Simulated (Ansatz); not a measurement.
Relaxation of CH3Al2FO2 (9 atoms, charge 0, multiplicity 1), to a largest force component of 0.02 eV/Å in at most 50 steps.

These are results of RKS B3LYP/def2-SVP in Ansatz, not measurements.

```xyz
9
Properties=species:S:1:pos:R:3
F -1.117 1.532 2.859
Al -0.143 0.323 2.056
O 1.476 -0.362 1.539
C 0.876 0.026 0.393
O 0.412 -1.133 -0.333
Al -0.653 -0.570 -1.731
H 1.026 -1.826 0.018
H -2.193 -0.431 -1.538
H 0.017 -0.209 -3.094
```

**Question.** Where does it end, and by what steps?

**Answer.** The forces met the threshold. After 28 steps the energy has fallen by 5.185 eV; H9 moved furthest, 1.38 Å. Parted: Al2–C4, O5–Al6. Joined: Al2–Al6, C4–Al6.

| step | energy less start (eV) | largest force component (eV/Å) | accepted |
| --- | --- | --- | --- |
| 0 | 0.0000 | 2.761 | yes |
| 1 | -0.8064 | 1.875 | yes |
| 2 | -1.5672 | 1.575 | yes |
| 3 | -2.0785 | 1.598 | yes |
| 4 | -2.4750 | 1.335 | yes |
| 5 | -2.6794 | 0.769 | yes |
| 6 | -2.8077 | 0.430 | yes |
| 7 | -2.8762 | 0.496 | yes |
| 8 | -2.9104 | 0.669 | yes |
| 9 | -2.9487 | 0.235 | yes |
| 10 | -2.9885 | 0.578 | yes |
| 11 | -3.0412 | 1.441 | yes |
| 12 | -3.2447 | 1.731 | yes |
| 13 | -3.5174 | 2.273 | yes |
| 14 | -3.7907 | 1.281 | yes |
| 15 | -4.0141 | 0.873 | yes |
| 16 | -4.1209 | 0.410 | yes |
| 17 | -4.1925 | 0.746 | yes |
| 18 | -4.3125 | 0.693 | yes |
| 19 | -4.4609 | 0.838 | yes |
| 20 | -4.6717 | 1.052 | yes |
| 21 | -4.9317 | 1.160 | yes |
| 22 | -5.1079 | 1.035 | yes |
| 23 | -5.1582 | 0.529 | yes |
| 24 | -5.1612 | 0.536 | yes |
| 25 | -5.1807 | 0.291 | yes |
| 26 | -5.1832 | 0.120 | yes |
| 27 | -5.1854 | 0.025 | yes |
| 28 | -5.1854 | 0.016 | yes |

```xyz
9
Properties=species:S:1:pos:R:3
F -0.473 1.695 2.722
Al -0.549 1.060 1.181
O 0.525 -0.548 1.195
C 0.427 -0.989 0.004
O 1.074 -2.093 -0.267
Al -0.786 0.204 -1.258
H 1.542 -2.398 0.539
H -2.149 -0.535 -1.598
H 0.091 0.955 -2.350
```

Whether the end is a true minimum wasn't checked by a vibrational analysis.

Run time: 78 s on 2 threads of Arm Neoverse V2, on a shared host, peak memory 0.23 GiB.
